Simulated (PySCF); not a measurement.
AlHO, SMILES [OH][Al] (connectivity only; charge and spin as stated), neutral, multiplicity 1.

The structure is a stationary point at B3LYP-D3(BJ)/def2-TZVPD.

Calculation: B3LYP/def2-TZVPD (PySCF).

```
Property                                                                                                        Value
---------------------------------------------------------------------------------------------  ----------------------
total energy                                                                                       -318.36158 hartree
point group                                                                                                       C∞v
highest occupied level                                                                                       -6.50 eV
lowest empty level                                                                                           -1.01 eV
orbital gap                                                                                                   5.50 eV
dipole moment                                                                                                  0.81 D
quadrupole, principal values (traceless, Buckingham form, about the centre of nuclear charge)  -0.47, -0.47, 0.94 D·Å
mean static polarisability                                                                       45.8 bohr³ (6.79 Å³)
polarisability, principal values                                                               44.8, 44.8, 47.9 bohr³
```
